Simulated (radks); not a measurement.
Results of a calculation; reference values are marked as such.
Question: The calcium ion Ca2+, [Ar]. Level of theory: non-relativistic Kohn-Sham, PBE, spin-polarised, spherical densities, point nucleus (a radial shooting solver on a logarithmic mesh with Libxc functionals). Every spin shell is full or empty, so the densities are truly spherical. Functionals are evaluated on that one density, not self-consistently. Rank these orbital-free kinetic functionals by their error against the exact value of the orbitals, and give that value: Thomas-Fermi, von Weizsacker, TF + vW/5, LC94, APBEK, revAPBEK, Perdew 92, Pearson, LKT, PG1, DePristo-Kress, Ernzerhof.

Answer: Exact: 676.033 hartree. From best to worst, with 100 (|E| - |E exact|)/|E exact| (equal figures are ties): DePristo-Kress +0.04, Ernzerhof -0.09, LC94 +0.10, APBEK +0.21, revAPBEK +0.53, Perdew 92 -0.62, Pearson -1.40, TF + vW/5 +4.41, Thomas-Fermi -6.93, PG1 +22.52, LKT +28.01, von Weizsacker -43.26.
